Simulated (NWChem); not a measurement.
Molecule: C$_{5}$H$_{3}$N; SMILES C#C/C=C/C#N

```xyz
9

C     -0.1180    -3.0366     0.0000
C      0.1262    -1.8341     0.0000
C      0.4538    -0.4578     0.0000
C     -0.4711     0.5478     0.0000
C     -0.1125     1.9246     0.0000
N      0.1590     3.0687     0.0000
H     -0.3428    -4.0946     0.0000
H      1.5271    -0.1965     0.0000
H     -1.5486     0.3134     0.0000
```
Atoms are numbered in this order, from 1.

Results from NWChem. Geometry: optimised at PBE-D3(BJ)/def2-SVP. Vzz is the largest principal value of the second derivative of the potential at the nucleus (NWChem prints the opposite sign); η is the asymmetry. Non-relativistic.

Question: Estimate the computed values for B3LYP/def2-TZVP. Quantities: Vzz N6 (a.u.); η N6.

Answer: 
```yaml
Vzz N6 (a.u.): -0.947
"η N6": 0.04
```
